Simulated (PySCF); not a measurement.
Bond energies at HF/def2-SVP beside a composite method

PySCF, lowest determinants of a PBE0 search. The composite is CCSD(T) extrapolated to the basis-set limit from two correlation-consistent sets, with core-valence (CV) and scalar-relativistic (SR) terms as its label shows; it has no spin–orbit coupling and nothing beyond (T).

```csv
species,state (unpaired electrons),De HF (eV),De composite (eV),composite,dissociates to
SeF,doublet (π ↑),1.08,3.44,CCSD(T)/CBS(TQ)+CV,Se + F
SI,doublet (π ↑),0.53,2.38,CCSD(T)/CBS(TQ),S + I
BCl,singlet (closed shell),3.86,5.34,CCSD(T)/CBS(TQ)+CV+SR,B + Cl
NaH,singlet (closed shell),0.89,1.96,CCSD(T)/CBS(TQ)+SR,Na + H
SrBr,doublet (σ ↑),3.35,3.70,CCSD(T)/CBS(DT),Sr + Br
SrS,singlet (closed shell),1.43,3.39,CCSD(T)/CBS(DT)+CV,Sr + S
NaI,singlet (closed shell),2.44,3.34,CCSD(T)/CBS(DT)+CV,Na + I
SrF,doublet (σ ↑),3.98,5.51,CCSD(T)/CBS(DT)+CV,Sr + F
```

Problem. Does HF bind more or less than the composite, by how much on average, and where is the difference largest?

Solution. HF/def2-SVP binds less on average, method and basis taken together: the mean signed difference is -1.44 eV and the mean absolute one 1.44 eV; it is largest for SeF (-2.36 eV).

The molecules are drawn from runs that passed checks on state, spin purity and fit, so the hardest cases are missing and the errors look smaller than over all diatomics.

Correlated steps freeze the inner cores (1 to 28 orbitals); shallow outer-core shells are correlated. UHF and ROHF references stand side by side, which adds small steps between rows. These are scalar-relativistic numbers at best; spin–orbit coupling would shift them, the dissociation energy most. Where the molecule has an RHF reference, its open-shell atoms are computed with UHF. The CCSD T1 diagnostic is raised in SrS, a sign that a single reference may not be enough there. States were picked by a PBE0 search and need not be the measured ground states.
